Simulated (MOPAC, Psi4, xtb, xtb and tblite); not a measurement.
Conformational energy of SMILES c1c[nH]c(-c2ccc[se]2)c1, singlet. Scanned: dihedral N3–C4–C5–Se9; all other coordinates were relaxed at GFN2-xTB. Points at φ and −φ are mirror images. Heavy atoms are numbered in the order of the SMILES c1c[nH]c(-c2ccc[se]2)c1, hydrogens after them in the order of the atoms that carry them; the mirror image has the same energies with the sign of each dihedral reversed.

- GFN2-xTB (xtb and tblite)
- GFN1-xTB // GFN2-xTB (xtb)
- PM6, restricted, heats of formation // GFN2-xTB (MOPAC)
- PBE-D3(BJ)/def2-SVP // GFN2-xTB (Psi4)

Energies relative to the lowest point of each profile, in kcal/mol; the last columns give the difference from PBE-D3(BJ):

| φ / ° | GFN2-xTB | GFN1-xTB | PM6 | PBE-D3(BJ)/def2-SVP | GFN2-xTB − PBE-D3(BJ)/def2-SVP | GFN1-xTB − PBE-D3(BJ)/def2-SVP | PM6 − PBE-D3(BJ)/def2-SVP |
|---|---|---|---|---|---|---|---|
| -150 | 1.4 | 0.9 | 0.0 | 0.0 | 1.3 | 0.9 | 0.0 |
| -120 | 3.7 | 3.5 | 0.1 | 1.5 | 2.2 | 2.0 | -1.5 |
| -90 | 5.3 | 5.4 | 0.3 | 3.3 | 2.0 | 2.1 | -3.0 |
| -60 | 3.3 | 3.7 | 1.0 | 1.6 | 1.7 | 2.2 | -0.6 |
| -30 | 0.8 | 1.2 | 2.2 | 0.3 | 0.5 | 0.9 | 1.9 |
| 0 | 0.0 | 0.3 | 3.1 | 0.4 | -0.4 | -0.2 | 2.7 |
| 30 | 0.8 | 1.2 | 2.2 | 0.3 | 0.5 | 0.9 | 1.9 |
| 60 | 3.3 | 3.7 | 1.0 | 1.6 | 1.7 | 2.2 | -0.6 |
| 90 | 5.3 | 5.4 | 0.3 | 3.3 | 2.0 | 2.1 | -3.0 |
| 120 | 3.7 | 3.5 | 0.1 | 1.5 | 2.2 | 2.0 | -1.5 |
| 150 | 1.4 | 0.9 | 0.0 | 0.0 | 1.3 | 0.9 | 0.0 |
| 180 | 0.6 | 0.0 | 0.3 | 0.0 | 0.6 | 0.0 | 0.3 |

GFN2-xTB is furthest from PBE-D3(BJ)/def2-SVP at -120 (2.2 kcal/mol, above); its mean absolute difference over the points is 1.4 kcal/mol.

GFN1-xTB is furthest from PBE-D3(BJ)/def2-SVP at -60 (2.2 kcal/mol, above); its mean absolute difference over the points is 1.4 kcal/mol.

PM6 is furthest from PBE-D3(BJ)/def2-SVP at -90 (-3.0 kcal/mol, below); its mean absolute difference over the points is 1.4 kcal/mol.
